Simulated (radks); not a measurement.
Sm9+, 53 electrons, occupied as [Kr] 4d10 4f4 5s2 5p1 (the NIST ground configuration). Method: Dirac Kohn-Sham, relativistic LDA (MacDonald-Vosko exchange, VWN5 correlation), spin-unpolarised, spherical densities, finite nucleus; open shells fill j = l - 1/2 first; Fermi nuclear charge, rms radius 5.0819 fm; computed with a radial shooting solver on a logarithmic mesh with Libxc functionals.

Unscreened Slater integrals over Kohn-Sham orbitals (eV). Large and small components are both included. Empty in this configuration: 5p3/2.

| integral | value |
|---|---|
| F0(4f5/2,4f5/2) | 31.982 |
| F2(4f5/2,4f5/2) | 15.690 |
| F4(4f5/2,4f5/2) | 9.9447 |
| F0(4f5/2,5p1/2) | 21.623 |
| G2(4f5/2,5p1/2) | 3.7927 |
| F0(4f5/2,5s1/2) | 22.688 |
| G3(4f5/2,5s1/2) | 3.9630 |
| F0(4f5/2,4d5/2) | 34.135 |
| F2(4f5/2,4d5/2) | 16.753 |
| F4(4f5/2,4d5/2) | 10.784 |
| G1(4f5/2,4d5/2) | 19.684 |
| G3(4f5/2,4d5/2) | 12.480 |
| G5(4f5/2,4d5/2) | 8.8574 |
| F0(4f5/2,5p3/2) | 20.988 |
| F2(4f5/2,5p3/2) | 7.5409 |
| G2(4f5/2,5p3/2) | 3.3534 |
| G4(4f5/2,5p3/2) | 2.7902 |
| F0(5p1/2,5p1/2) | 18.268 |
| F0(5p1/2,5s1/2) | 18.819 |
| G1(5p1/2,5s1/2) | 13.060 |
| F0(5p1/2,4d5/2) | 22.282 |
| G3(5p1/2,4d5/2) | 2.1975 |
| F0(5p1/2,5p3/2) | 17.920 |
| G2(5p1/2,5p3/2) | 9.7015 |
| F0(5s1/2,5s1/2) | 19.444 |
| F0(5s1/2,4d5/2) | 23.442 |
| G2(5s1/2,4d5/2) | 2.7557 |
| F0(5s1/2,5p3/2) | 18.427 |
| G1(5s1/2,5p3/2) | 12.459 |
| F0(4d5/2,4d5/2) | 36.953 |
| F2(4d5/2,4d5/2) | 18.820 |
| F4(4d5/2,4d5/2) | 12.610 |
| F0(4d5/2,5p3/2) | 21.595 |
| F2(4d5/2,5p3/2) | 6.8168 |
| G1(4d5/2,5p3/2) | 1.9878 |
| G3(4d5/2,5p3/2) | 1.9819 |
| F0(5p3/2,5p3/2) | 17.601 |
| F2(5p3/2,5p3/2) | 9.6073 |
